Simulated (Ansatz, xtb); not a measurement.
# C3H12BNO: 8 structures ranked

8 gas-phase structures of C3H12BNO, from a drawn sample of its isomers (lower ones may exist). Each was relaxed with GFN2-xTB; where two conformers were screened, the lower at r2SCAN-D4/def2-SVP is listed:

A. `CCC[NH2+][BH2-]O`, a singlet
B. a singlet given by its coordinates
C. `CC(C)O[BH2-][NH3+]`, a singlet
D. `CC[N@H+](C)[BH2-]O`, a singlet
E. `CCOC[BH2-][NH3+]`, a singlet
F. `[BH3-][N@H+](C)COC`, a singlet
G. `C[NH2+][BH2-]COC`, a singlet
H. a singlet given by its coordinates

H (Å):

```yaml
atoms:
  - { symbol: C, position_ang: [-1.3442, -0.8052, -0.9832] }
  - { symbol: C, position_ang: [-0.2421, -1.1728, 0.0056] }
  - { symbol: C, position_ang: [-0.0379, -0.0937, 1.0719] }
  - { symbol: B, position_ang: [1.1152, -0.3933, 2.1822] }
  - { symbol: N, position_ang: [2.6378, -0.2396, 1.2426] }
  - { symbol: O, position_ang: [1.2097, -1.6815, 2.7357] }
  - { symbol: H, position_ang: [-1.4766, -1.5870, -1.7299] }
  - { symbol: H, position_ang: [-2.2884, -0.6650, -0.4617] }
  - { symbol: H, position_ang: [-1.1000, 0.1227, -1.4973] }
  - { symbol: H, position_ang: [0.6856, -1.3366, -0.5540] }
  - { symbol: H, position_ang: [-0.5074, -2.1195, 0.4852] }
  - { symbol: H, position_ang: [0.1636, 0.8559, 0.5683] }
  - { symbol: H, position_ang: [-0.9892, 0.0428, 1.5915] }
  - { symbol: H, position_ang: [1.2733, 0.4541, 2.9994] }
  - { symbol: H, position_ang: [3.3769, -0.4900, 1.8872] }
  - { symbol: H, position_ang: [2.6152, -0.8899, 0.4665] }
  - { symbol: H, position_ang: [2.7521, 0.7094, 0.9117] }
  - { symbol: H, position_ang: [0.8027, -2.3524, 2.1897] }
```

Close contacts (Å): C1–C2 1.53, C2–C3 1.53, C3–B4 1.63, B4–N5 1.80, B4–O6 1.41, C1–H7 1.09, C1–H8 1.09, C1–H9 1.09, C2–H10 1.10, C2–H11 1.09, C3–H12 1.09, C3–H13 1.09, B4–H14 1.19, N5–H15 1.01, N5–H16 1.01, N5–H17 1.01, O6–H18 0.96.

B (Å):

```xyz
18

C    -0.4614    0.4574   -1.0084
C     0.0065   -0.6338   -0.0512
C     0.9647   -2.1569   -1.7132
B     1.8669   -2.3832    0.7327
N     1.1847   -1.3586   -0.5138
O     3.0409   -2.9235    0.1443
H    -1.2871    1.0042   -0.5614
H    -0.8057    0.0401   -1.9513
H     0.3429    1.1628   -1.2107
H     0.2558   -0.1952    0.9175
H    -0.7867   -1.3660    0.1114
H     1.9337   -0.6955   -0.6997
H     0.0983   -2.7954   -1.5551
H     1.8372   -2.7935   -1.8494
H     0.8107   -1.5432   -2.6032
H     1.0247   -3.2042    0.8925
H     2.0293   -1.6154    1.6389
H     3.8179   -2.3996    0.3298
```

Close contacts (Å): C1–C2 1.53, C2–N5 1.46, C3–N5 1.46, B4–N5 1.75, B4–O6 1.42, C1–H7 1.09, C1–H8 1.09, C1–H9 1.09, C2–H10 1.09, C2–H11 1.09, C3–H13 1.09, C3–H14 1.09, C3–H15 1.09, B4–H16 1.19, B4–H17 1.20, N5–H12 1.02, O6–H18 0.96.

Question: Estimate their order in r2SCAN-D4/def2-SVP energy at these geometries, lowest first.

Answer: Calculated order at r2SCAN-D4/def2-SVP: H (0.000), A (0.427), C (0.463), B (0.605), D (0.607), E (1.602), G (1.950), F (2.358) eV. Less than 1 kcal/mol parts A and C; B and D, so the order within those pairs means little.

Energies above the lowest of each column, in eV; the last columns are at B3LYP/def2-SVP geometries and were run for some of them only (a dash: not run or not comparable):

```csv
structure,GFN2-xTB,HF/STO-3G,r2SCAN-D4/def2-SVP,B3LYP/def2-SVP,CCSD(T)/def2-SVP + ΔMP2/def2-TZVPP
H,0.379,0.000,0.000,0.000,0.000
A,0.065,0.183,0.427,0.365,0.443
C,0.337,0.144,0.463,0.396,0.538
B,0.000,0.278,0.605,0.574,–
D,0.034,0.401,0.607,–,–
E,1.210,0.831,1.602,–,–
G,1.257,0.993,1.950,–,–
F,1.032,1.361,2.358,–,–
```

CCSD(T)/def2-SVP + ΔMP2/def2-TZVPP puts H lowest of those it was run on; GFN2-xTB picks B. Some further structures that were screened fall inside this span and aren't listed. Flexible structures stand in one conformer each, not always the lowest. C keeps a small imaginary mode. Frequencies (GFN2-xTB) were run for A, C, H alone. ΔMP2 is the change of the MP2 energy from the smaller to the larger basis.

Over these structures GFN2-xTB departs from r2SCAN-D4/def2-SVP by 0.337 eV on average once a common shift is removed. A GFN2-xTB relaxation took about 0.078 s and the r2SCAN-D4/def2-SVP energy about 1.4 s on a shared host (Ansatz 0.2.0, xtb 6.7.1).
